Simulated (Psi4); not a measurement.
Psi4 input (wB97X-D/6-311+G**):

```
memory 1500 MB

molecule {
1 1
N     1.25612400    1.01170500   -0.60918700
Si    0.17620500   -0.04951700    0.04728500
N    -1.58869800    0.41172000   -0.40224400
F     0.20639400   -1.49213500   -0.55440800
F     0.04773100    0.00476800    1.60441000
H     1.65559300    1.78007300   -0.08887400
H     1.75684400    0.82481800   -1.46653300
H    -1.83725000    1.34547000   -0.06516200
H    -1.73806800    0.40974500   -1.41465600
H    -2.26309500   -0.24453100    0.00322800
symmetry c1
no_reorient
no_com
}

set {
  basis 6-311+G**
  reference rks
  scf_type df
  df_basis_scf def2-universal-jkfit
  dft_radial_points 99
  dft_spherical_points 590
  e_convergence 1e-8
  d_convergence 1e-7
  maxiter 150
}

e = energy('wb97x-d')
print_out(f'\nFINAL {e:.10f} DIPOLE {variable("CURRENT DIPOLE")[0]:.6f} {variable("CURRENT DIPOLE")[1]:.6f} {variable("CURRENT DIPOLE")[2]:.6f}\n')
```

From the output:

```
     125A      3.760884   126A      3.807594   127A      3.915142
     128A      4.025845   129A      4.182180   130A      4.289297
     131A      4.489748   132A      4.491815   133A      4.626781
     134A      5.661203   135A      6.223056   136A      6.236462
     137A      6.262123   138A      6.291210   139A      6.300698
     140A      6.318963   141A     11.248933   142A     11.434775
     143A     11.439256   144A     35.426660   145A     35.499442
     146A     66.756793   147A     66.765251   148A    141.146543

    Final Occupation by Irrep:
              A
    DOCC [    25 ]
    NA   [    25 ]
    NB   [    25 ]

  @DF-RKS Final Energy:  -601.64211235811592

   => Energetics <=

    Nuclear Repulsion Energy =            275.8546557456888877
    One-Electron Energy =               -1370.1296548320567581
    Two-Electron Energy =                 533.4875977636834250
    DFT Exchange-Correlation Energy =     -40.8514718038427418
    Empirical Dispersion Energy =          -0.0032392315887408
    VV10 Nonlocal Energy =                  0.0000000000000000
    Total Energy =                       -601.6421123581159236

Computation Completed

Properties will be evaluated at   0.000000,   0.000000,   0.000000 [a0]

Properties computed using the SCF density matrix

 Multipole Moments:

 ------------------------------------------------------------------------------------
     Multipole            Electronic (a.u.)      Nuclear  (a.u.)        Total (a.u.)
 ------------------------------------------------------------------------------------

 L = 1.  Multiply by 2.5417464519 to convert [e a0] to [Debye]
 Dipole X            :         -1.4847458            0.0000019           -1.4847439
 Dipole Y            :          1.4497030            0.0000170            1.4497200
 Dipole Z            :         -1.1143309           -0.0000113           -1.1143423
 Magnitude           :                                                    2.3554005

 ------------------------------------------------------------------------------------

FINAL -601.6421123581 DIPOLE -1.484744 1.449720 -1.114342

*** Psi4 exiting successfully. Buy a developer a beer!
```

The dipole moment of an ion depends on the origin.

The geometry given is a B3LYP-D3(BJ)/def2-TZVP minimum.
